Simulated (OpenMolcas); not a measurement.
# 4s² 4p³ along the 33-electron sequence

* Program: OpenMolcas 26.06
* Method: CASSCF
* Basis: ANO-RCC-VTZP
* Scalar Hamiltonian: DKH2, point nucleus
* Spin-orbit coupling: state interaction with AMFI integrals over the reference wave functions, term energies averaged over their components

Active space for each ion: 5 electrons in 4 orbitals (4s 4p).

Computed levels in cm-1 above ⁴S°_3/2:

```json
{"Level": "²D°_3/2", "As": "14423", "Se+": "17257", "Br2+": "19516", "Kr3+": "21589"}
{"Level": "²D°_5/2", "As": "14713", "Se+": "17868", "Br2+": "20609", "Kr3+": "23292"}
{"Level": "²P°_1/2", "As": "20450", "Se+": "25017", "Br2+": "29054", "Kr3+": "33023"}
{"Level": "²P°_3/2", "As": "20771", "Se+": "25725", "Br2+": "30368", "Kr3+": "35131"}
{"Level": "weight of ⁴S° in the lowest level (%)", "As": "100", "Se+": "99", "Br2+": "99", "Kr3+": "98"}
```

Measured, with the error of the calculation in %. Measured levels: As, Se+ from NIST Handbook of Basic Atomic Spectroscopic Data; Br2+ from Moore, Atomic Energy Levels, vol. II, NSRDS-NBS 35 (1971 reprint of NBS Circular 467, 1952); Kr3+ from Saloman, J. Phys. Chem. Ref. Data 36, 215 (2007).

```
  Level             As            Se+          Br2+           Kr3+
²D°_3/2  10593 (+36.2)  13168 (+31.1)                17038 (+26.7)
²D°_5/2  10915 (+34.8)  13784 (+29.6)                18700 (+24.6)
²P°_1/2  18186 (+12.4)   23038 (+8.6)  26915 (+7.9)   31056 (+6.3)
²P°_3/2  18648 (+11.4)   23895 (+7.7)  28579 (+6.3)   33406 (+5.2)
```

²D°_3/2 changes by a factor of 1.5 over the same range, with steps per unit of Z of +2830, +2260, +2070 cm-1.

Without dynamic correlation excited terms often stand tens of per cent too high (terms of higher spin than the ground term too low), and those without a measured partner can miss by more than the paired ones (holds for As; Se+). Computed and measured levels are paired by configuration, term and J; levels that our copy of the source lacks, or whose pairing is in doubt (as where it misses far off the trend of its configuration), stay unpaired and out of the deviations. Only configurations of the active space appear.

° marks odd parity.
